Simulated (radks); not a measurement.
Species: Pt1.3+. Configuration: [Ar] 3d10 4s2 4p5.7 4d10 4f14 5s2 5p6 5d9 (fractional occupations, a model configuration). All-electron calculation, Dirac Kohn-Sham, BLYP, spin-unpolarised, spherical densities, finite nucleus; open shells are shared between the two j in proportion to 2j + 1; Fermi nuclear charge, rms radius 5.427 fm. Program: a radial shooting solver on a logarithmic mesh with Libxc functionals.

Spin-orbit splittings of the eigenvalues, e(l+1/2) - e(l-1/2), with zeta = 2 splitting/(2l+1) and mean radii in bohr:

shell  occ.  splitting (eV)  zeta (eV)  <r> j=l-1/2  <r> j=l+1/2
2p        6            1730       1153      0.05906      0.06749
3p        6           380.2      253.5       0.1768       0.1923
3d       10           81.97      32.79       0.1676       0.1723
4p      5.7           90.79      60.52       0.4175       0.4513
4d       10           16.91      6.766       0.4609       0.4720
4f       14           3.494     0.9984       0.5091       0.5162
5p        6           15.21      10.14        1.029        1.128
5d        9           1.452     0.5806        1.567        1.633
